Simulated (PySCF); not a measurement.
triaminosilyl (H₆N₃Si), SMILES N[Si](N)N, multiplicity 2. Atoms are numbered in the order given.

```xyz
10

N      0.4647     1.5562     0.2288
Si     0.0000     0.0000    -0.4224
N      1.1153    -1.1805     0.2288
N     -1.5800    -0.3757     0.2288
H     -0.2712     2.0876     0.6895
H      1.0587     2.1720    -0.3195
H      1.3516    -2.0028    -0.3195
H      1.9435    -0.8089     0.6895
H     -2.4103    -0.1691    -0.3195
H     -1.6723    -1.2787     0.6895
```
Charge 0, spin multiplicity 2.

Geometry optimised at B3LYP-D3(BJ)/def2-SVP. Other conformers were not sampled.

Two levels are set side by side: PBE/pcH-1 (PySCF) and PBE0/pcH-1 (PySCF). Contact hyperfine couplings, same geometry. Differences are taken from unrounded values.

```
quantity                          PBE0     PBE  PBE minus PBE0
------------------------------  ------  ------  --------------
A(iso) of 14N, atom N1 (MHz)      16.0    16.0             0.1
A(iso) of 29Si, atom Si2 (MHz)  -603.4  -558.6            44.8
A(iso) of 14N, atom N3 (MHz)      16.0    16.0             0.1
A(iso) of 14N, atom N4 (MHz)      16.0    16.0             0.1
A(iso) of 1H, atom H5 (MHz)       -3.4    -2.7             0.7
A(iso) of 1H, atom H6 (MHz)       -5.3    -5.0             0.3
A(iso) of 1H, atom H7 (MHz)       -5.3    -5.0             0.3
A(iso) of 1H, atom H8 (MHz)       -3.4    -2.7             0.7
A(iso) of 1H, atom H9 (MHz)       -5.3    -5.0             0.3
A(iso) of 1H, atom H10 (MHz)      -3.4    -2.7             0.7
```

Rough cost on one machine, each run with all the roots and properties that it gave: PBE0 against PBE within a factor of 2.
